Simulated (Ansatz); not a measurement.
Cartesian coordinates in Å:
```
F -2.352 1.129 0.616
C -1.648 0.676 -0.418
C -0.516 -0.002 -0.264
Si 0.290 -0.447 1.361
S 0.170 -0.657 -1.759
S 1.863 0.456 -2.066
H -2.110 0.916 -1.371
H -0.219 0.405 2.463
H 0.017 -1.877 1.657
H 1.755 -0.260 1.215
H 2.749 -0.338 -1.434
```

Total charge 0; spin multiplicity 1.

Question: List the PBE0/def2-TZVPP orbital energies in eV (Ansatz). (An estimate is asked.)

Answer: Ansatz gave: Occupied: -2423.47, -2423.21, -1802.74, -675.03, -281.24, -279.23, -218.70, -218.49, -162.57, -162.46, -162.35, -162.30, -162.25, -162.10, -145.10, -99.76, -99.74, -99.74, -35.04, -23.61, -21.68, -18.89, -17.15, -15.68, -15.00, -13.87, -13.25, -12.14, -11.27, -10.79, -10.34, -9.96, -9.67, -8.19, -7.60, -7.16. Lowest empty: -1.30, -0.39, 0.32, 0.60, 0.96, 1.45, 1.72, 1.94.
